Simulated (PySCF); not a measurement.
## Bond curve of CsS⁺

Set-up: basis Cs def2-SVP with ECP46, S def2-SVP; scalar-relativistic core potentials; PySCF 2.14. Energies in eV from Cs⁺ + S in their ground configurations at the same level. State: ³Σ⁻ (triplet), unpaired electrons π ↑↑.

```csv
R (Å),UHF-MP2,UHF-CCSD,M06-L,LC-ωPBE
3.226,-0.0952,,-0.0899,-0.1241
3.376,-0.2118,-0.2158,-0.2001,-0.2208
3.526,-0.2726,-0.2765,-0.2559,-0.2680
3.639,-0.2942,-0.2979,-0.2744,-0.2828
3.751,-0.3020,-0.3054,-0.2800,-0.2858
3.864,-0.3004,-0.3034,-0.2755,-0.2811
4.014,-0.2889,-0.2914,-0.2632,-0.2674
4.201,-0.2664,-0.2683,-0.2427,-0.2444
4.426,-0.2356,-0.2370,-0.2164,-0.2145
4.726,-0.1971,,-0.1827,-0.1780
```

Problem. Put a parabola through the three lowest points of the UHF-MP2 curve and estimate Re, k and ωe (reduced mass 25.77 u; 1 eV/Å² = 0.16022 mdyn/Å; ωe = 1302.8·√(k/μ) cm⁻¹).

Solution. Through R = 3.639, 3.751, 3.864 Å the second-order coefficient is 0.372 eV/Å², so Re ≈ 3.788 Å, k ≈ 0.119 mdyn/Å and ωe ≈ 89 cm⁻¹. A polynomial fit of higher order to the unrounded UHF-MP2 energies gives Re = 3.783 Å, k = 0.106 mdyn/Å, ωe = 83.5 cm⁻¹; anharmonicity and rounding make the difference.

The higher-order fit for each curve: UHF-MP2: Re = 3.783 Å, ωe = 83.5 cm⁻¹, De = 0.302 eV; UHF-CCSD: Re = 3.778 Å, ωe = 84.4 cm⁻¹, De = 0.306 eV; M06-L: Re = 3.752 Å, ωe = 85.3 cm⁻¹, De = 0.280 eV; LC-ωPBE: Re = 3.732 Å, ωe = 82.9 cm⁻¹, De = 0.286 eV.

Correlated steps freeze 5 core orbitals. The bond is weak. Basis-set superposition, not corrected here, can be much of De in a small basis, most of all at correlated wavefunction levels. Spin–orbit coupling is left out, which matters for elements this heavy, above all for dissociation energies. For an ion De counts to the pair picked by the measured ionisation energies or electron affinities, which need not be the lowest pair at this level. The state was picked by a PBE0 search and need not be the measured ground state.
